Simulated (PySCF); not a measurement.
# Simulated characterisation data

Non-relativistic Hamiltonian, rapidly exchanging positions averaged, in vacuum, one conformer. Spin–spin couplings from B3LYP/pcJ-1 (spin–dipole term left out of most H,H and C,H couplings); GFN2-xTB structure; PBE0/pcSseg-1 with gauge-including orbitals; PySCF 2.14.

Chemical shifts δ = σref − σ; $^{1}$H (σ = 31.72 ppm), $^{13}$C (σ = 186.93 ppm) against TMS, all at this level. Multiplet labels drop J under 1 Hz and among equivalent protons, and merge close values. Unscaled 3J(H,H) run several per cent high. Splittings of carbon signals by F and P are missing where no couplings were computed. Where no couplings were computed, multiplicities follow the n + 1 count of equivalent neighbours, and m marks all less simple cases (inequivalent or close neighbours, rings, F or P nearby). One-bond C–F couplings are unscaled and too large by tens of Hz. Shifts are as computed. Against solution values, carbons near 30 ppm lie about +3 ppm off and those near 130 ppm about +5 ppm. Of 1211 compounds with measured shifts, 218 miss one by over three times the rms of a fit or turn the order of signals round; such compounds aren't used in these exercises. OH and NH positions are gas-phase values without hydrogen bonding to other molecules.

**1.** SMILES c1cc2c(cc1C1CC1)C2, C₁₀H₁₀. $^{1}$H NMR (500 MHz, computed): δ 7.40 (m, 1H), 7.35 (m, 1H), 6.75 (s, 1H), 3.48 (s, 2H), 1.83 (m, 1H), 1.02 (m, 2H), 0.71 (m, 2H). $^{13}$C{$^{1}$H} NMR (computed): δ 152.2 (C), 134.5 (C), 134.3 (CH), 130.3 (C), 118.3 (CH), 111.1 (CH), 23.4 (CH2), 20.1 (CH), 14.2 (CH2).

**2.** SMILES c1(C=O)cc[nH]n1, C₄H₄N₂O. $^{1}$H NMR (500 MHz, computed): δ 10.30 (s, 1H), 9.78 (br s, 1H), 7.54 (d, J = 3.1 Hz, 1H), 7.22 (d, J = 3.1 Hz, 1H). $^{13}$C{$^{1}$H} NMR (computed): δ 191.4, 156.9, 132.4, 112.9.

**3.** `CP(/C=C/C)C`, C₅H₁₁P. $^{1}$H NMR (500 MHz, computed): δ 6.18 (m, 1H), 5.73 (m, 1H), 1.98 (d, 3H), 1.06 (m, 6H). $^{13}$C{$^{1}$H} NMR (computed): δ 145.4, 138.0, 25.2, 17.5.

**4.** SMILES C([C@@H](OC)C#N)(F)(F)F, C₄H₄F₃NO. $^{1}$H NMR (500 MHz, computed): δ 4.20 (q, J = 4.4 Hz, 1H), 3.77 (s, 3H). $^{13}$C{$^{1}$H} NMR (computed): δ 130.7 (q, J = 351.1 Hz), 116.8, 72.5 (q, J = 34.9 Hz), 60.1.
